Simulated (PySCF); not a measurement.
A core-ionisation job on `[C@@H]1(F)C[CH2][GeH2]1`.

Method: delta-SCF UKS SCAN, pcX-2 on the ionised atom, pcseg-1 elsewhere, spin-free X2C (PySCF 2.14.0). Geometry: GFN2-xTB. The input is one job of a driver script: a line of settings, then coordinates in Å.

Command:
```bash
OMP_NUM_THREADS=1 python probes_run.py task.json out
```

Input:
```
{"job": {"kind": "xps"}, "charge": 0, "multiplicity": 1}
F     -0.307217     2.311657     0.289679
C     -0.181879     1.109196    -0.372457
C     -1.081564     0.007683     0.203435
C     -0.163813    -1.222510     0.077237
Ge     1.431966    -0.028838    -0.004417
H     -0.387556     1.317883    -1.425826
H     -1.266368     0.234701     1.253734
H     -2.044021    -0.094154    -0.298251
H     -0.325476    -1.738704    -0.868556
H     -0.277243    -1.943957     0.882595
H      2.491295    -0.221560    -1.067014
H      2.113074     0.267918     1.303815
```

Q: Give the output.

A: 
```
ground state, core basis on atom 0 (F), 149 functions
  cycle   1  E = -2312.27655454  |g| = 6.37e-01
  cycle   2  E = -2312.12862605  |g| = 1.10e+00
  cycle   3  E = -2312.35309986  |g| = 8.78e-02
  cycle   4  E = -2312.35409158  |g| = 5.04e-02
  cycle   5  E = -2312.35462434  |g| = 1.29e-02
  cycle   6  E = -2312.35467163  |g| = 4.77e-03
  cycle   7  E = -2312.35467824  |g| = 1.16e-03
  cycle   8  E = -2312.35468054  |g| = 3.72e-04
  E(ground) = -2312.49060535 Eh
hole in F 1s of atom 0
  cycle   1  E = -2286.02179759  |g| = 2.58e+00
  cycle   2  E = -2285.55216954  |g| = 2.32e+00
  cycle   3  E = -2286.71498391  |g| = 6.27e-01
  cycle   4  E = -2286.83263838  |g| = 4.08e-01
  cycle   5  E = -2286.92005941  |g| = 5.40e-02
  cycle   6  E = -2286.92118291  |g| = 2.22e-02
  cycle   7  E = -2286.92146358  |g| = 6.32e-03
  cycle   8  E = -2286.92148086  |g| = 3.11e-03
  cycle   9  E = -2286.92148333  |g| = 4.79e-04
  E(ion) = -2287.06318016 Eh   <S^2> = 0.7572   hole on atom = 1.000   binding energy = 691.915 eV
ground state, core basis on atom 1 (C), 149 functions
  cycle   1  E = -2312.31452294  |g| = 8.85e-02
  cycle   2  E = -2312.31288093  |g| = 1.22e-01
  cycle   3  E = -2312.31517517  |g| = 2.17e-02
  cycle   4  E = -2312.31524399  |g| = 6.96e-03
  cycle   5  E = -2312.31525780  |g| = 9.96e-04
  cycle   6  E = -2312.31525963  |g| = 1.46e-04
  E(ground) = -2312.44876184 Eh
hole in C 1s of atom 1
  cycle   1  E = -2300.99960773  |g| = 1.51e+00
  cycle   2  E = -2298.36592268  |g| = 2.62e+00
  cycle   3  E = -2301.34898142  |g| = 7.11e-01
  cycle   4  E = -2301.49186472  |g| = 4.96e-01
  cycle   5  E = -2301.57346327  |g| = 1.20e-01
  cycle   6  E = -2301.57865265  |g| = 2.61e-02
  cycle   7  E = -2301.57892326  |g| = 1.29e-02
  cycle   8  E = -2301.57901789  |g| = 4.08e-03
  cycle   9  E = -2301.57903278  |g| = 2.26e-03
  cycle  10  E = -2301.57903702  |g| = 9.77e-04
  cycle  11  E = -2301.57903786  |g| = 4.56e-04
  E(ion) = -2301.71328456 Eh   <S^2> = 0.7764   hole on atom = 1.000   binding energy = 292.127 eV
ground state, core basis on atom 2 (C), 149 functions
  cycle   1  E = -2312.31006789  |g| = 5.82e-02
  cycle   2  E = -2312.31002388  |g| = 2.41e-02
  cycle   3  E = -2312.31001247  |g| = 2.61e-02
  cycle   4  E = -2312.31013899  |g| = 3.37e-03
  cycle   5  E = -2312.31014098  |g| = 7.47e-04
  cycle   6  E = -2312.31014209  |g| = 1.33e-04
  E(ground) = -2312.44441413 Eh
hole in C 1s of atom 2
  cycle   1  E = -2301.05774883  |g| = 1.51e+00
  cycle   2  E = -2300.21684675  |g| = 1.95e+00
  cycle   3  E = -2301.56257255  |g| = 4.06e-01
  cycle   4  E = -2301.59975418  |g| = 2.85e-01
  cycle   5  E = -2301.62564471  |g| = 5.85e-02
  cycle   6  E = -2301.62681994  |g| = 7.10e-03
  cycle   7  E = -2301.62685681  |g| = 3.37e-03
  cycle   8  E = -2301.62685985  |g| = 1.44e-03
  cycle   9  E = -2301.62686247  |g| = 8.18e-04
  cycle  10  E = -2301.62686366  |g| = 3.59e-04
  E(ion) = -2301.76036280 Eh   <S^2> = 0.7694   hole on atom = 1.000   binding energy = 290.728 eV
ground state, core basis on atom 3 (C), 149 functions
  cycle   1  E = -2312.31044192  |g| = 5.84e-02
  cycle   2  E = -2312.31036885  |g| = 2.59e-02
  cycle   3  E = -2312.31037446  |g| = 2.56e-02
  cycle   4  E = -2312.31052798  |g| = 4.14e-03
  cycle   5  E = -2312.31053296  |g| = 4.28e-04
  E(ground) = -2312.44463851 Eh
hole in C 1s of atom 3
  cycle   1  E = -2301.06235978  |g| = 1.51e+00
  cycle   2  E = -2300.23913613  |g| = 1.92e+00
  cycle   3  E = -2301.59121065  |g| = 3.65e-01
  cycle   4  E = -2301.63111987  |g| = 2.09e-01
  cycle   5  E = -2301.64477328  |g| = 6.62e-02
  cycle   6  E = -2301.64615947  |g| = 1.47e-02
  cycle   7  E = -2301.64622497  |g| = 9.57e-03
  cycle   8  E = -2301.64627972  |g| = 1.72e-03
  cycle   9  E = -2301.64628089  |g| = 7.84e-04
  cycle  10  E = -2301.64628377  |g| = 3.45e-04
  E(ion) = -2301.77983283 Eh   <S^2> = 0.7712   hole on atom = 1.000   binding energy = 290.204 eV
```

Cycles run on a coarse grid; E(ground) and E(ion) are re-evaluated on a finer one, so they differ from the last cycle. The program numbers atoms from 0.

Q: How does the 1s binding energy of C3 follow from the two total energies?

A: E(ion) − E(ground) = -2301.76036280 − (-2312.44441413) = 10.684051 Eh, times 27.211386 eV gives 290.73 eV.

Summary of the converged run: F1s of F1 691.92 eV; C1s of C2 292.13 eV; C1s of C3 290.73 eV; C1s of C4 290.20 eV.

Geometry: GFN2-xTB, one conformer, isolated molecule.

Hardware: one thread, Arm Neoverse V1 (aarch64) (shared host). Cost: 41 s wall, 0.66 GiB resident at most.
Labels such as C1 count atoms from 1, the log's own numbers from 0.
